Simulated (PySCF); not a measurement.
Two-component Hartree-Fock for Au⁷²⁺ (gold, charge +72)

Start: [He] 2s2 2p3; 2p1/2 filled at m_j = -1/2, +1/2; 2p3/2 filled at m_j = +3/2. Calculated with PySCF 2.14 in an even-tempered Gaussian basis (16 s from 60 bohr⁻², ratio 2.4; 13 p from 79 bohr⁻², ratio 2.4; 5 d from 260 bohr⁻², ratio 2.6; 4 f from 390 bohr⁻², ratio 2.6): generalised Hartree-Fock with the X2C-1e Hamiltonian and a Gaussian nucleus; one run each with spin-orbit coupling (SO) switched off, then screened by Boettger's factors.

| spinor shell | electrons | ε, spin-free (eV) | ε, screened SO (eV) | weight of nominal j (screened SO) | rms radius, screened SO (bohr) |
| --- | --- | --- | --- | --- | --- |
| 1s1/2 | 2 | -89168.6 | -89092.7 | 1.000 | 0.0190 |
| 2s1/2 | 2 | -21506.1 | -21483.1 | 1.000 | 0.0746 |
| 2p1/2 | 2 | -19783.1 | -21121.1 | 1.000 | 0.0628 |
| 2p3/2 | 1 | -19783.1 | -19173.9 | 1.000 | 0.0700 |

```json
{"quantity": "E (hartree)", "spin-free": "-10695.70833", "screened SO": "-10776.33791"}
{"quantity": "M_J", "spin-free": "3/2", "screened SO": "3/2"}
{"quantity": "⟨J²⟩", "spin-free": "3.750", "screened SO": "3.750"}
{"quantity": "⟨L²⟩", "spin-free": "0.000", "screened SO": "2.625"}
{"quantity": "⟨S²⟩", "spin-free": "3.750", "screened SO": "1.455"}
```

Each row is a mean over spinors that exchange with the open shell spreads, by up to 73.035 eV (2s1/2).

Breit and QED terms are absent; they matter most for the inner s and p1/2 levels.

Densities and radii are taken from the X2C orbitals without a picture-change correction, which distorts them close to the nucleus.

Without spin-orbit coupling the j labels of p, d and f shells carry no meaning; the spin-free column gives the mean over the occupied spinors of each nl shell.
